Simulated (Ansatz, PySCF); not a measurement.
Reaction (SMILES): F[C](F)(F)[GeH3] + 4 [H][H] (H2) -> C (CH4) + 3 F (HF) + [GeH4] (GeH4)
Structures are relaxed separately at B3LYP-D3(BJ)/def2-TZVP in Ansatz (a first-principles code).

Wanted: energy of full hydrogenation (0 K, with B3LYP-D3(BJ) harmonic zero-point energies from PySCF), in kJ/mol. Correlated levels leave the core frozen unless marked. No spin-orbit coupling. The frozen core is the preceding noble-gas configuration, with the filled d and f shells of earlier blocks. Non-relativistic. Basis-set limits of correlation are two-point, X^-3; Hartree-Fock from the larger set.

```tsv
level	program	energy of full hydrogenation (kJ/mol)
revPBE-D3(BJ)/def2-TZVPD	Ansatz + dftd3	-203.6
BHLYP-D3(BJ)/def2-TZVPD	Ansatz + dftd3	-227.3
B2PLYP-D4/def2-TZVPD	Ansatz + dftd4	-215.8
MP2/STO-3G	Ansatz	117.6
```

Task: What does CCSD(T)/CBS(cc-pVTZ,cc-pVQZ) (Ansatz) give?

Result: -234.5 kJ/mol, so MP2/STO-3G differs from it by 352.1 kJ/mol.
